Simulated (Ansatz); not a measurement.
C₁₀H₁₁ClHfO, SMILES `[OH][Hf]12345678([Cl])([C@H]9[C@@H]1[C@@H]2[C@@H]3[C@H]94)[C@H]1[C@@H]5[C@@H]6[C@@H]7[C@H]18` at its PBE0-D4/def2-TZVP geometry, where that method's forces vanish. Charge 0, multiplicity 1. Hf: def2 effective core potential.

```csv
atom,x (Å),y (Å),z (Å)
O1,0.648,-0.513,-2.217
Hf2,-0.240,-0.310,-0.466
Cl3,-2.235,-1.643,-0.847
C4,1.804,-1.645,0.250
C5,0.696,-2.475,0.490
C6,-0.075,-1.886,1.521
C7,0.551,-0.689,1.904
C8,1.708,-0.524,1.101
C9,-0.011,2.059,0.366
C10,-1.344,1.677,0.647
C11,-2.014,1.513,-0.583
C12,-1.098,1.774,-1.620
C13,0.140,2.116,-1.034
H14,1.117,-1.296,-2.503
H15,2.579,-1.809,-0.483
H16,0.454,-3.390,-0.030
H17,-1.001,-2.276,1.914
H18,0.208,-0.009,2.669
H19,2.413,0.292,1.155
H20,0.753,2.280,1.096
H21,-1.776,1.541,1.627
H22,-3.037,1.194,-0.708
H23,-1.291,1.679,-2.678
H24,1.050,2.341,-1.569
```

(1) For each bond, give half the difference of the two atoms' forces along it (eV/Å; positive pushes the atoms apart) under PBE-D4, r2SCAN-D4, B3LYP-D4, ωB97M-V in def2-TZVPP. (Best estimate.)

Answers

(1) Ansatz gave: 
| bond | length (Å) | PBE-D4 | r2SCAN-D4 | B3LYP-D4 | ωB97M-V |
| --- | --- | --- | --- | --- | --- |
| O1–Hf2 | 1.974 | 0.05 | 0.03 | 0.05 | 0.05 |
| Hf2–Cl3 | 2.429 | 0.02 | 0.01 | 0.06 | 0.09 |
| Hf2–C5 | 2.546 | 0.07 | 0.06 | 0.10 | 0.05 |
| Hf2–C8 | 2.510 | 0.08 | 0.08 | 0.15 | 0.02 |
| Hf2–C10 | 2.530 | 0.08 | 0.09 | 0.13 | 0.00 |
| Hf2–C13 | 2.520 | 0.14 | 0.09 | 0.13 | 0.00 |
| C6–C7 | 1.404 | 0.20 | 0.13 | 0.13 | 0.06 |
| C7–C8 | 1.418 | 0.16 | 0.14 | 0.16 | 0.10 |
| C7–H18 | 1.080 | -0.04 | -0.11 | -0.17 | -0.10 |
| C9–C13 | 1.409 | 0.20 | 0.13 | 0.13 | 0.06 |
| C9–H20 | 1.080 | -0.04 | -0.12 | -0.18 | -0.10 |
| C11–C12 | 1.408 | 0.19 | 0.13 | 0.14 | 0.07 |
| C11–H22 | 1.078 | -0.04 | -0.12 | -0.17 | -0.11 |
| C12–H23 | 1.079 | -0.04 | -0.12 | -0.17 | -0.11 |

B3LYP here is the variant with VWN-RPA as its local correlation; programs differ in this.
